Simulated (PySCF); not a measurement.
# Heteronuclear NMR

Atom-mapped SMILES (the numbers label the heavy atoms): `[CH3:1][CH:2]([CH3:3])[CH2:4][O:5][C:6]1=[C:7]([SiH2:8][Cl:9])[CH2:10]1`; H(Xn) means a hydrogen on atom n.

Gas phase, single conformer, relativity neglected, rapidly exchanging positions averaged. Coordinates at the GFN2-xTB level; shieldings: GIAO PBE0/pcSseg-1; PySCF 2.14.

**Question.** Where does $^{29}$Si resonate?

**Answer.** 
```json
{"atoms": "Si8", "environment": "silicon bonded to C, Cl, 2 H", "σ (ppm)": "387.1", "δ (ppm)": "-38.2"}
```

Shieldings were converted by a linear fit to measured shifts: $^{29}$Si: δ = 279.94 − 0.822σ (rms 8.9 ppm, 72 shifts, 25.8 ppm with the 6 outliers that the fit left out vs TMS, solution or neat liquid). A few per cent of atoms miss by over 2 rms, more outside the fitted compound classes.

On a 400 MHz spectrometer $^{29}$Si resonates near 79.5 MHz, so 1 ppm is 79.5 Hz.

**Question.** Predict the $^{17}$O NMR data.

**Answer.** 
```json
{"atoms": "O5", "environment": "ether oxygen", "σ (ppm)": "190.5", "δ (ppm)": "93.2"}
```

Shieldings were converted by a linear fit to measured shifts: $^{17}$O (scatter 10.7 ppm rms, 12.2 ppm with the 3 outliers that the fit left out vs liquid water, solution or neat liquid). Occasional misses reach two or three times the rms, and more in compound classes unlike the fitted ones.

On a 400 MHz spectrometer $^{17}$O resonates near 54.2 MHz, so 1 ppm is 54.2 Hz.
